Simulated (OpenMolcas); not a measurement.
# Worked example: vertical ionisation energy of C2H2F3I (1,1,1-trifluoro-2-iodoethane)

C2H2F3I: 8 atoms, total charge 0, spin state singlet. As SMILES, `FC(F)(F)CI`. The coordinates come from a GFN2-xTB relaxation.

Both states at this one shape; open shells run unrestricted unless said. 1 Eh = 27.2114 eV.

```tsv
level	program	singlet C2H2F3I (Eh)	doublet C2H2F3I+ (Eh)	HOMO of the first (eV)
r2SCAN0/ANO-RCC-VDZ (DKH2)	OpenMolcas	-7490.852776	-7490.462031	-8.26
r2SCAN0/ANO-RCC-VDZP (DKH2)	OpenMolcas	-7490.988350	-7490.607938	-8.06
```

Problem. Work out the vertical ionisation energy at each level.

Solution. 
1. r2SCAN0/ANO-RCC-VDZ (DKH2): -7490.462031 − (-7490.852776) = 0.390745 Eh = 10.63 eV; −ε(HOMO) = 8.26 eV.
2. r2SCAN0/ANO-RCC-VDZP (DKH2): -7490.607938 − (-7490.988350) = 0.380412 Eh = 10.35 eV; −ε(HOMO) = 8.06 eV.

No measured value is set beside it here; the levels span 10.35 to 10.63 eV. Spin-orbit coupling, which splits open shells on such heavy atoms by tenths of an eV, is left out.
